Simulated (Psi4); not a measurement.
HClO, charge +1, doublet, at a GFN2-xTB geometry (a state made from the parent by changing its charge; the spin is typed, not shown lowest); BHHLYP/6-31G** (Psi4).

Input for Psi4:
```
memory 2 GB

molecule {
1 2
O    -0.04383216    1.02148558    0.01469068
H    -0.96672120    1.40203158    0.00503415
Cl    0.07749285   -0.56317154   -0.00720939
}

set {
  basis 6-31g**
  reference uks
  scf_type pk
  puream true
  d_convergence 1e-8
  dft_radial_points 99
  dft_spherical_points 590
}

energy('bhhlyp')
print_variables()
```

Task: Write the output that Psi4 gives for this input, abridged.

Result: 
```
   => Loading Basis Set <=

    Name: 6-31G**
    Role: ORBITAL
    Keyword: BASIS

         ---------------------------------------------------------
                                   SCF
               by Justin Turney, Rob Parrish, Andy Simmonett
                          and Daniel G. A. Smith
                              UKS Reference
         ---------------------------------------------------------

  ==> Geometry <==

    Molecular point group: cs
    Full point group: Cs

    Geometry (in Angstrom), charge = 1, multiplicity = 2:

       Center              X                  Y                   Z               Mass
    ------------   -----------------  -----------------  -----------------  -----------------
         O           -0.063478587441     1.058970581908     0.000000000000    15.994914619570
         H           -0.986400267862     1.439559938891     0.000000000000     1.007825032230
         CL           0.057464094871    -0.525867083810     0.000000000000    34.968852682000

  Running in cs symmetry.

  Rotational constants: A =     23.33688  B =      0.55942  C =      0.54633 [cm^-1]
  Rotational constants: A = 699622.02437  B =  16771.13365  C =  16378.51275 [MHz]
  Nuclear repulsion =   53.561668672921066

  Charge       = 1
  Multiplicity = 2
  Electrons    = 25
  Nalpha       = 13
  Nbeta        = 12

  ==> Algorithm <==

  SCF Algorithm Type is PK.
  DIIS enabled.
  MOM disabled.
  Fractional occupation disabled.
  Guess Type is SAD.
  Energy threshold   = 1.00e-06
  Density threshold  = 1.00e-08
  Integral threshold = 1.00e-12

  ==> Primary Basis <==

  Basis Set: 6-31G**
    Blend: 6-31G**
    Number of shells: 17
    Number of basis functions: 37
    Number of Cartesian functions: 39
    Spherical Harmonics?: true
    Max angular momentum: 2

  ==> DFT Potential <==

   => LibXC <=

    Version 7.1.2
    S. Lehtola, C. Steigemann, M. J. T. Oliveira, and M. A. L. Marques,  SoftwareX 7, 1–5 (2018) (10.1016/j.softx.2017.11.002)

   => Composite Functional: BHANDHLYP <=

    BHandHLYP Hyb-GGA Exchange-Correlation Functional

    A. D. Becke,  J. Chem. Phys. 98, 1372 (1993) (10.1063/1.464304)
    Defined through Gaussian implementation.

    Deriv               =              1
    GGA                 =           TRUE
    Meta                =          FALSE

    Exchange Hybrid     =           TRUE
    MP2 Hybrid          =          FALSE

   => Exchange Functionals <=

    0.5000         Becke 88

   => Exact (HF) Exchange <=

    0.5000               HF

   => Correlation Functionals <=

    1.0000   Lee, Yang & Parr

   => LibXC Density Thresholds  <==

    XC_HYB_GGA_XC_BHANDHLYP:  1.00E-15

   => Molecular Quadrature <=

    Radial Scheme          =       TREUTLER
    Pruning Scheme         =           NONE
    Nuclear Scheme         =       TREUTLER

    Blocking Scheme        =         OCTREE
    BS radius alpha        =              1
    Pruning alpha          =              1
    Radial Points          =             99
    Spherical Points       =            590
    Total Points           =         164650
    Total Blocks           =           1281
    Max Points             =            256
    Max Functions          =             37
    Weights Tolerance      =       1.00E-15

  ==> Integral Setup <==

  Using in-core PK algorithm.
   Calculation information:
      Number of atoms:                   3
      Number of AO shells:              17
      Number of primitives:             47
      Number of atomic orbitals:        39
      Number of basis functions:        37

      Integral cutoff                 1.00e-12
      Number of threads:                 1

  Performing in-core PK
  Using 494912 doubles for integral storage.
  We computed 11613 shell quartets total.
  Whereas there are 11781 unique shell quartets.

  ==> DiskJK: Disk-Based J/K Matrices <==

    J tasked:                  Yes
    K tasked:                  Yes
    wK tasked:                  No
    Schwarz Cutoff:          1E-12

  Minimum eigenvalue in the overlap matrix is 4.3560476799E-02.
  Reciprocal condition number of the overlap matrix is 1.2677163584E-02.
    Using symmetric orthogonalization.

  ==> Pre-Iterations <==

  SCF Guess: Superposition of Atomic Densities via on-the-fly atomic UHF (no occupation information).

   -------------------------
    Irrep   Nso     Nmo
   -------------------------
     A'        27      27
     A"        10      10
   -------------------------
    Total      37      37
   -------------------------

  ==> Iterations <==

                        Total Energy        Delta E     RMS |[F,P]|

   @UKS iter SAD:  -535.70753724190092   -5.35708e+02   0.00000e+00
   @UKS iter   1:  -535.43542172400191    2.72116e-01   1.06527e-02 DIIS/ADIIS
   @UKS iter   2:  -535.42966541322016    5.75631e-03   1.25235e-02 DIIS/ADIIS
   @UKS iter   3:  -535.48087173052511   -5.12063e-02   2.83220e-03 DIIS/ADIIS
   @UKS iter   4:  -535.48376266998434   -2.89094e-03   6.38935e-04 DIIS/ADIIS
   @UKS iter   5:  -535.48397919468198   -2.16525e-04   2.59095e-04 DIIS/ADIIS
   @UKS iter   6:  -535.48405010639067   -7.09117e-05   1.46634e-04 DIIS/ADIIS
   @UKS iter   7:  -535.48409561365122   -4.55073e-05   6.44914e-05 DIIS
   @UKS iter   8:  -535.48410639035706   -1.07767e-05   1.35014e-05 DIIS
   @UKS iter   9:  -535.48410686405020   -4.73693e-07   4.26269e-06 DIIS
   @UKS iter  10:  -535.48410689935019   -3.53000e-08   9.68530e-07 DIIS
   @UKS iter  11:  -535.48410690159017   -2.23997e-09   3.03206e-07 DIIS
   @UKS iter  12:  -535.48410690178343   -1.93268e-10   1.33505e-07 DIIS
   @UKS iter  13:  -535.48410690183221   -4.87717e-11   5.67056e-08 DIIS
   @UKS iter  14:  -535.48410690184062   -8.41283e-12   2.64410e-08 DIIS
   @UKS iter  15:  -535.48410690184221   -1.59162e-12   1.17494e-08 DIIS
   @UKS iter  16:  -535.48410690184244   -2.27374e-13   3.22916e-09 DIIS
  Energy and wave function converged.

  ==> Post-Iterations <==

   Electrons on quadrature grid:
      Nalpha   =   12.9999999911 ; deviation = -8.879e-09
      Nbeta    =   11.9999999965 ; deviation = -3.491e-09
      Ntotal   =   24.9999999876 ; deviation = -1.237e-08

   @Spin Contamination Metric:   6.686345628E-03
   @S^2 Expected:                7.500000000E-01
   @S^2 Observed:                7.566863456E-01
   @S   Expected:                5.000000000E-01
   @S   Observed:                5.000000000E-01

    Orbital Energies [Eh]
    ---------------------

    Alpha Occupied:

       1Ap  -103.237066     2Ap   -20.167221     3Ap   -10.316687
       1App   -7.970944     4Ap    -7.968927     5Ap    -7.955346
       6Ap    -1.611855     7Ap    -1.273942     8Ap    -0.982506
       2App   -0.902729     9Ap    -0.876153     3App   -0.729913
      10Ap    -0.712734

    Alpha Virtual:

      11Ap    -0.313940    12Ap    -0.143179    13Ap     0.107134
      14Ap     0.186293     4App    0.192935    15Ap     0.213109
      16Ap     0.422140     5App    0.450330    17Ap     0.548116
       6App    0.558812    18Ap     0.559694     7App    0.712504
      19Ap     0.730220    20Ap     0.810039    21Ap     0.941328
      22Ap     1.174563     8App    1.304692    23Ap     1.454005
       9App    1.619947    24Ap     2.012437    25Ap     2.168797
      10App    2.347706    26Ap     2.444634    27Ap     3.142709

    Beta Occupied:

       1Ap  -103.231491     2Ap   -20.149507     3Ap   -10.311522
       4Ap    -7.966875     5Ap    -7.952504     1App   -7.950123
       6Ap    -1.571401     7Ap    -1.229680     8Ap    -0.963541
       9Ap    -0.858955     2App   -0.777367    10Ap    -0.699368

    Beta Virtual:

       3App   -0.458037    11Ap    -0.297080    12Ap    -0.136842
      13Ap     0.113100    14Ap     0.190937    15Ap     0.216223
       4App    0.218584    16Ap     0.423954     5App    0.510114
      17Ap     0.554596     6App    0.601838    18Ap     0.602148
      19Ap     0.742561     7App    0.759423    20Ap     0.825746
      21Ap     0.947458    22Ap     1.189843     8App    1.330158
      23Ap     1.467194     9App    1.655553    24Ap     2.033755
      25Ap     2.176757    10App    2.358207    26Ap     2.447369
      27Ap     3.145186

    Final Occupation by Irrep:
             Ap   App
    DOCC [    10,    2 ]
    SOCC [     0,    1 ]
    NA   [    10,    3 ]
    NB   [    10,    2 ]

  @UKS Final Energy:  -535.48410690184244

   => Energetics <=

    Nuclear Repulsion Energy =             53.5616686729210656
    One-Electron Energy =                -836.1979013553666391
    Two-Electron Energy =                 266.0556750439400844
    DFT Exchange-Correlation Energy =     -18.9035492633369095
    Empirical Dispersion Energy =           0.0000000000000000
    VV10 Nonlocal Energy =                  0.0000000000000000
    Total Energy =                       -535.4841069018424378

  UHF NO Occupations:
  HONO-2 :   10 Ap 1.9992752
  HONO-1 :    2App 1.9978219
  HONO-0 :    3App 1.0000000
  LUNO+0 :    4App 0.0021781
  LUNO+1 :   11 Ap 0.0007248
  LUNO+2 :   12 Ap 0.0002783
  LUNO+3 :   13 Ap 0.0001035

Computation Completed

Properties will be evaluated at   0.000000,   0.000000,   0.000000 [a0]

Properties computed using the SCF density matrix

 Multipole Moments:

 ------------------------------------------------------------------------------------
     Multipole            Electronic (a.u.)      Nuclear  (a.u.)        Total (a.u.)
 ------------------------------------------------------------------------------------

 L = 1.  Multiply by 2.5417464519 to convert [e a0] to [Debye]
 Dipole X            :          0.1587411           -0.9776297           -0.8188886
 Dipole Y            :         -1.5173521            1.8360280            0.3186759
 Dipole Z            :          0.0000000            0.0000000            0.0000000
 Magnitude           :                                                    0.8787109

 ------------------------------------------------------------------------------------

  Variable Map:
  ----------------------------------------------------------------------------
  "CURRENT ENERGY"              =>    -535.484106901842
  "CURRENT REFERENCE ENERGY"    =>    -535.484106901842
  "DD SOLVATION ENERGY"         =>       0.000000000000
  "DFT FUNCTIONAL TOTAL ENERGY" =>    -535.484106901842
  "DFT TOTAL ENERGY"            =>    -535.484106901842
  "DFT VV10 ENERGY"             =>       0.000000000000
  "DFT XC ENERGY"               =>     -18.903549263337
  "GRID ELECTRONS ALPHA"        =>      12.999999991121
  "GRID ELECTRONS BETA"         =>      11.999999996509
  "GRID ELECTRONS TOTAL"        =>      24.999999987630
  "NUCLEAR REPULSION ENERGY"    =>      53.561668672921
  "ONE-ELECTRON ENERGY"         =>    -836.197901355367
  "PCM POLARIZATION ENERGY"     =>       0.000000000000
  "PE ENERGY"                   =>       0.000000000000
  "SCF ITERATION ENERGY"        =>    -535.484106901842
  "SCF ITERATIONS"              =>      16.000000000000
  "SCF TOTAL ENERGY"            =>    -535.484106901842
  "TWO-ELECTRON ENERGY"         =>     266.055675043940
  "XC GRID RADIAL POINTS"       =>      99.000000000000
  "XC GRID SPHERICAL POINTS"    =>     590.000000000000
  "XC GRID TOTAL POINTS"        =>  164650.000000000000

  Array Variable Map:
  ----------------------------------------------------------------------------
  "CURRENT DIPOLE"              =>      -0.818888623556 ... 0.000000000000 1 by 3
  "SCF DIPOLE"                  =>      -0.818888623556 ... 0.000000000000 1 by 3
  "SCF TOTAL ENERGIES"          =>    -535.707537241901 ... -535.484106901842 1 by 17
```
